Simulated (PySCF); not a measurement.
System: CH2Br3Si, net charge 0, doublet state. It need not be the lowest isomer of its formula. SMILES: Br[Si](Br)(Br)[CH2]
Structure (B3LYP-D3(BJ)/def2-TZVP (Ansatz) minimum search):
```xyz
7

Si    -0.4983    -0.0154    -0.0939
C     -2.2768    -0.0768    -0.4612
Br     0.0457     1.9919     0.6822
Br     0.6868    -0.4007    -1.9393
Br     0.0187    -1.5661     1.4079
H     -2.8340    -1.0041    -0.4126
H     -2.8202     0.8035    -0.7813
```
Charge 0, spin multiplicity 2.

Dispersion corrections to the total energy (kcal/mol) from the dftd3 and dftd4 libraries through PySCF: D3(BJ) without and D4 with the three-body term, each with the damping fitted for the functional named.

```csv
functional,D3(BJ),D4
revPBE,-14.82,___
B2GP-PLYP,-8.13,___
BHLYP,-11.62,-10.97
PW6B95,-5.02,-5.23
r2SCAN,-1.87,-1.57
BLYP,-15.58,-15.10
B2PLYP,-7.03,___
```

Task: What belongs in the gaps?

Result: 
- revPBE, D4: -16.56
- B2GP-PLYP, D4: -3.15
- B2PLYP, D4: -5.00
